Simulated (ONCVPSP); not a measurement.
**Si: excitation energies, all-electron against ONCV**

Si (Z = 14), optimised norm-conserving Vanderbilt (ONCV), made with ONCVPSP 4.0.1 (PBE, scalar-relativistic). Core [Ne], reference 3s1 (charge +3). Waves: 3s: rc 1.45 bohr, ncon 5, nbas 8, qcut 5 1/bohr, 2 projectors, debl 1.8 Ha; p scattering state at 0.06 Ha: rc 1.30 bohr, ncon 5, nbas 8, qcut 5.3 1/bohr, 2 projectors, debl 2.4 Ha; d scattering state at 0.05 Ha: rc 1.60 bohr, ncon 4, nbas 7, qcut 6 1/bohr, 1 projector. Local part: polynomial inside 0.85 bohr (lpopt 1, dvloc0 3 Ha). Core correction: Teter function fitted to the true core (icmod 2), fcfact 0.75.

In the p channel the program set the typed energies aside and used 0.050, 2.450 Ha.

Energies are relative to the spin-unpolarised reference configuration 3s1; without spin polarisation the order of configurations can differ from experiment.

| valence configuration | charge | ΔE all-electron (eV) | error AE − PS (meV) |
| --- | --- | --- | --- |
| 3s2 | +2 | -33.972 | +47 |
| 3s1 3p3 | 0 | -50.890 | -160 |

Task: What are ΔE and the potential's error for 3s2 3p2?

Result: ΔE = -57.704 eV all-electron; the error (AE − PS) is -59 meV.

Task: What are ΔE and the potential's error for 3s2 3p1?

Result: ΔE = -49.964 eV all-electron; the error (AE − PS) is -6.4 meV.

Note: ghosts flagged at negative energy: s at -161.6 eV, p at -85.3 eV; no localised positive-energy state flagged. A true bound ghost makes a file unfit for plane-wave use.
